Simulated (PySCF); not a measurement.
# Hg⁶⁹⁺: ionisation energy

Hg⁶⁹⁺ [Ne] 3s1 (2S) → Hg⁷⁰⁺ [Ne] (1S), as a difference of total energies. Computed with PySCF 2.14 in an even-tempered Gaussian basis (17 s from 21 bohr⁻², ratio 2.5; 12 p from 28 bohr⁻², ratio 2.5; 4 d from 100 bohr⁻², ratio 2.7; 4 f from 150 bohr⁻², ratio 2.7), with scalar relativity by spin-free X2C-1e. Correlated levels: outer shells: 1s2 frozen; virtual orbitals above 40 to 60 times the deepest correlated orbital energy dropped. The calculations carry no spin-orbit coupling.

```
                method  ionisation energy (eV)
                   UHF                  8622.3
                   LDA                  8626.1
                   PBE                  8632.5
                  PBE0                  8630.1
                r2SCAN                  8621.0
                  BLYP                  8632.5
                  BP86                  8631.3
    MP2 (outer shells)                  8623.1
SCS-MP2 (outer shells)                  8623.0
```

Breit and QED terms and the two-electron picture change are absent.

For comparison: 8620 ± 50 eV (theoretical estimate listed by NIST; NIST Atomic Spectra Database, ionization energies).
